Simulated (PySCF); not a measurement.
Compound: C₉H₁₁F.
Structure used (GFN2-xTB), in Å, numbered top down from 1:
```
atom  x, y, z in Å
C1    -2.605    0.901    0.571
C2    -1.381    0.247    0.049
C3    -0.721    0.415   -1.092
C4     0.500   -0.492   -1.052
C5    -0.113   -1.683   -0.295
C6    -0.593   -0.785    0.859
C7     0.724   -0.110    1.204
C8     1.382    0.065    0.064
C9     2.686    0.721   -0.213
F10    3.284    1.175    0.938
H11   -3.365    0.155    0.802
H12   -3.010    1.603   -0.154
H13   -2.375    1.437    1.492
H14   -0.940    1.083   -1.902
H15    0.993   -0.683   -2.001
H16   -0.927   -2.164   -0.836
H17    0.620   -2.428    0.013
H18   -1.125   -1.248    1.684
H19    1.011    0.190    2.193
H20    2.554    1.594   -0.866
H21    3.393    0.024   -0.682
```

Probes without a nucleus sit at each ring's centroid and 1 Å off its mean plane on both sides; NICS is minus the shielding there, NICSzz its component along the normal. Level: GIAO PBE0/pcSseg-1 (PySCF, non-relativistic, gas phase) on the GFN2-xTB geometry, one conformer.

Ring bond lengths (Å), with Mayer bond orders in brackets: C2–C3 1.328 (1.82), C3–C4 1.522 (0.97), C4–C5 1.538 (0.96), C5–C6 1.538 (0.96), C6–C2 1.530 (0.93); C4–C5 1.538 (0.96), C5–C6 1.538 (0.96), C6–C7 1.520 (0.97), C7–C8 1.328 (1.81), C8–C4 1.528 (0.93).

**Question.** What do the NICS probes read (ppm)?

**Answer.** 
```tsv
ring	type	NICS(0)	NICS(1), two faces	NICS(1)zz, two faces	rms pucker (Å)	centre to ring atoms, mean (Å)
C2–C3–C4–C5–C6	5-membered carbocycle; formal bonds 1 double, 4 single	-1.9	-3.4 / -3.9	-7.9 / -3.5	0.27	1.22
C4–C5–C6–C7–C8	5-membered carbocycle; formal bonds 1 double, 4 single	-2.1	-3.4 / -3.8	-7.5 / -3.4	0.27	1.22
```

**Question.** What do they say, and how far can they be read as aromaticity?

**Answer.** 
- C2–C3–C4–C5–C6: mean NICS(1)zz -5.7 ppm, shielded. C4, C5, C6 have four or more neighbours, so the value isn't read as a sign of a π ring current. The two faces differ by 4.4 ppm, so no symmetry operation interchanges them.
- C4–C5–C6–C7–C8: mean NICS(1)zz -5.5 ppm, shielded. C4, C5, C6 have four or more neighbours, so the value isn't read as a sign of a π ring current. The two faces differ by 4.1 ppm, so no symmetry operation interchanges them.
